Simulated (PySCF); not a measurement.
# How methods differ on the ionisation energy of Ce⁵⁷⁺

Ce⁵⁷⁺ 1s1 (2S) → Ce⁵⁸⁺ (bare nucleus), as a difference of total energies. Computed with PySCF 2.14 in an even-tempered Gaussian basis (17 s from 130 bohr⁻², ratio 2.2; 7 p from 200 bohr⁻², ratio 2.4; 4 d from 600 bohr⁻², ratio 2.4; 3 f from 900 bohr⁻², ratio 2.4; 3 g from 1300 bohr⁻², ratio 2.4), with scalar relativity by spin-free X2C-1e. The calculations carry no spin-orbit coupling.

| method | ionisation energy (eV) | difference from reference (eV) |
| --- | --- | --- |
| UHF | 48021.4 | +55.5 |
| LDA | 47948.8 | -17.1 |
| PBE | 48018.2 | +52.3 |
| PBE0 | 48019.0 | +53.1 |
| r2SCAN | 48025.1 | +59.2 |
| M06-L | 48030.4 | +64.5 |
| BHandHLYP | 48022.9 | +57.0 |

Reference: 47965.9 eV (theoretical estimate listed by NIST; NIST Atomic Spectra Database, ionization energies).

For one electron Hartree-Fock is exact for this Hamiltonian up to the basis; QED and nuclear recoil make up the gap, and the density functionals add self-interaction.
